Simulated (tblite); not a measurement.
Species: C₆H₈FOPSi.
Cartesian coordinates in Å at the GFN2-xTB level; atoms count from 1:
```xyz
18
C6H8FOPSi angstrom
C      2.7473    0.0514    0.0768
C      1.4687    0.7284    0.4587
O      1.2723    1.9106    0.4392
P      0.1428   -0.4099    1.1207
C      0.2690   -1.8246   -0.0043
F      1.2178   -2.7692    0.1211
C     -0.7739   -1.8944   -0.8534
C     -1.6237   -0.7416   -0.7582
C     -1.2696    0.1891    0.1590
Si    -2.1310    1.8281    0.5093
H      2.9965   -0.7192    0.8052
H      2.6120   -0.4352   -0.8894
H      3.5529    0.7788    0.0006
H     -0.9400   -2.6937   -1.5555
H     -2.4758   -0.6254   -1.4089
H     -1.3190    2.9340    0.0122
H     -3.4135    1.7707   -0.1990
H     -2.3416    1.9283    1.9544
```

Level: GFN2-xTB in tblite, geometry and Hessian alike; calculated harmonic values, unscaled, isolated species. This tight-binding method is rough: wavenumbers can miss measured ones by several per cent, in bad cases by 10 to 20. Modes of hydrogen on silicon can be 10 to 20 % off. One conformer, not necessarily the lowest.

Harmonic wavenumbers (cm⁻¹): 29.6, 46.1, 84.7, 106.7, 120.9, 132.8, 160.5, 262.6, 285.5, 332.3, 345.2, 409.2, 419.6, 490.6, 505.4, 527.4, 562.8, 579.4, 623.7, 668.7, 685.8, 762.6, 773.1, 784.8, 814.4, 857.2, 954.1, 968.6, 976.8, 1066.0, 1089.0, 1154.5, 1194.4, 1277.9, 1357.2, 1434.5, 1436.9, 1496.3, 1590.5, 1756.1, 2241.6, 2260.5, 2303.2, 3002.7, 3016.3, 3035.3, 3090.8, 3115.2.

A = 1366, B = 873.2, C = 595.8 MHz; mass 174.007 u (most abundant isotopes); point group C1, symmetry number 1.

**Question.** Zero-point energy?

**Answer.** ½Σν̃ = 25595 cm⁻¹ = 306.19 kJ/mol.

**Question.** What is S at 350 K and 1 bar for an ideal gas of classical rigid rotors and harmonic oscillators?

**Answer.** Translation 176.53, rotation 129.58, vibration 192.84: S = 499.0 J/(mol K).

**Question.** And Cp and H(350 K) − H(0)?

**Answer.** Cp = 213.61 J/(mol K), of which vibrations give 180.36 (their classical limit is 48 R = 399.1); H(350 K) − H(0) = 45.41 kJ/mol without the zero-point energy, 33.77 from vibrations.

**Question.** What must be added to the electronic energy to get the Gibbs energy at 350 K and 1 bar?

**Answer.** ZPE + [H(350 K) − H(0)] − T·S = 306.19 + 45.41 − 174.63 = 176.97 kJ/mol.

**Question.** Blend soft modes into free rotors: weight 1/[1 + (100 cm⁻¹/ν̃)⁴] for the oscillator and the rest for a rotor with moment μB/(μ + B), μ = h/(8π²ν), B = 10⁻⁴⁴ kg m². What vibrational entropy results?

**Answer.** 173.55 J/(mol K) in place of 192.84, which changes −T·S at 350 K by +6.75 kJ/mol.

**Question.** How do the functions run with temperature in this model?

**Answer.** 
```csv
T (K),S (J/(mol K)),Cp (J/(mol K)),H − H(0) (kJ/mol),G − H(0) (kJ/mol),ln q(vib)
100,319.2,93.1,6.39,-25.53,2.90
200,399.5,145.0,18.28,-61.63,6.48
300,467.6,192.8,35.24,-105.05,9.92
500,584.0,263.3,81.40,-210.60,16.42
800,722.5,324.7,170.52,-407.48,25.14
1000,797.8,350.0,238.13,-559.70,30.30
```

q(vib) and H(0) count from the zero-point level.

Hindered rotation and anharmonicity are outside this model. Other conformers, if any are populated, would add a mixing term that is left out. The structure is chiral; the term R ln 2 for an equal mix with its mirror image is left out.

The run took 0.99 s wall on one thread, Arm Neoverse V1 (aarch64), shared host with 64 logical CPUs at a one-minute load of 46. This covers the Hessian and the dipole derivatives.
